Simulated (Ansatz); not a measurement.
Molecule: O$_{2}$, net charge 2, singlet state. SMILES: [O+]#[O+]
Geometry from a B3LYP-D3(BJ)/def2-TZVP (Ansatz, a program for electronic structure) optimisation:
```
O
O 1 1.0325
```
Charge +2, spin multiplicity 1.

Wanted: vertical electron affinity (to the doublet state of charge +1; a negative value means that the extra electron is unbound and the number depends on the basis; each state is the SCF solution reached for its spin; for the singlet the Hartree-Fock reference is unstable and T1 is 0.014), in eV. Correlated levels leave the core frozen unless marked. Open shells are spin-unrestricted. Spin-orbit coupling is left out. Non-relativistic. Basis-set limits of correlation are two-point, X^-3; Hartree-Fock from the larger set. The program attaches cautions to a run behind CCSD/aug-cc-pVDZ: large difference. The program attaches cautions to a run behind CCSD/def2-SVPD: large difference.

```
level                                 program  vertical electron affinity (eV)
------------------------------------  -------  -------------------------------
SVWN5/def2-TZVPD                       Ansatz                            23.87
PBE/def2-TZVPD                         Ansatz                            23.76
r2SCAN/def2-TZVPD                      Ansatz                            24.07
B3LYP/def2-TZVPD                       Ansatz                            24.23
PBE0/def2-TZVPD                        Ansatz                            24.15
BHLYP/def2-TZVPD                       Ansatz                            24.52
CAM-B3LYP/def2-TZVPD                   Ansatz                            24.28
wB97M-V/def2-TZVPD                     Ansatz                            23.85
wB97X-V/def2-TZVPD                     Ansatz                            23.96
CCSD/aug-cc-pVDZ                       Ansatz                            23.27
CCSD/def2-SVPD                         Ansatz                            23.47
CCSD/aug-cc-pVTZ                       Ansatz                            23.56
CCSD/def2-TZVPPD                       Ansatz                            23.55
CCSD/aug-cc-pVQZ                       Ansatz                            23.65
CCSD/CBS(aug-cc-pVTZ,aug-cc-pVQZ)      Ansatz                            23.71
CCSD/CBS(def2-TZVPPD,def2-QZVPPD)      Ansatz                            23.71
CCSD(T)/aug-cc-pVTZ                    Ansatz                            23.43
CCSD(T)/aug-cc-pVQZ                    Ansatz                            23.51
CCSD(T)/def2-QZVPPD                    Ansatz                            23.50
CCSD(T)/CBS(def2-TZVPPD,def2-QZVPPD)   Ansatz                            23.57
CCSD(T)/CBS(aug-cc-pVTZ,aug-cc-pVQZ)   Ansatz                            23.57
```
